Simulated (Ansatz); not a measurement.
Pulling on the B1–F3 bond in BClFH (SMILES FBCl) (multiplicity 1 held, fragments rigid). Energies count from the point at 1.315 Å.
Geometry at that point (charge 0, multiplicity 1):
```xyz
4

B     -0.079    -0.655     0.431
H     -0.800    -1.579     0.611
F      1.033    -0.535     1.123
Cl    -0.476     0.568    -0.757
```

R- and RO- levels are restricted; in cc, def2 and unpolarised 6-31G sets they are followed outwards from rest. U- levels take the lowest unrestricted solution at each point, which mixes spins at long bonds. Curves can end on different states.

Correlated levels freeze the cores.

Programs: Ansatz (Gaussian orbitals). Each number belongs to the level named beside it.

Energies in kJ/mol.

```tsv
R (Å)	R-HF/cc-pV(D+d)Z	R-MP2/cc-pV(D+d)Z	U-CCSD/cc-pV(D+d)Z	R-CCSD(T)/cc-pV(D+d)Z	R-CCSDT/cc-pV(D+d)Z	R-CCSDT(Q)/cc-pV(D+d)Z
1.052	278	304	302	305	305	306
1.184	51	62	62	63	63	64
1.315	0	0	0	0	0	0
1.447	30	21	22	20	20	20
1.578	98	80	81	78	78	77
1.775	221	194	196	190	189	187
1.973	344	309	310	301	300	298
2.301	522	474	474	456	454	450
2.630	659	601	585	556	561	554
3.025	785	710	639	586	630	619
3.551	906	797	654	422	662	645
4.208	1002	832	658	45	670	645
```

Doubts at one or more of the structures used: a restricted determinant that unrestricted orbitals would lower (R-HF/cc-pV(D+d)Z, R-MP2/cc-pV(D+d)Z, R-CCSD(T)/cc-pV(D+d)Z, R-CCSDT/cc-pV(D+d)Z, R-CCSDT(Q)/cc-pV(D+d)Z); a spin-contaminated determinant (U-CCSD/cc-pV(D+d)Z); T1 above 0.05 (U-CCSD/cc-pV(D+d)Z, R-CCSD(T)/cc-pV(D+d)Z, R-CCSDT/cc-pV(D+d)Z, R-CCSDT(Q)/cc-pV(D+d)Z); other coupled-cluster roots lie near (R-CCSD(T)/cc-pV(D+d)Z, R-CCSDT/cc-pV(D+d)Z, R-CCSDT(Q)/cc-pV(D+d)Z).

Ansatz is a first-principles code.
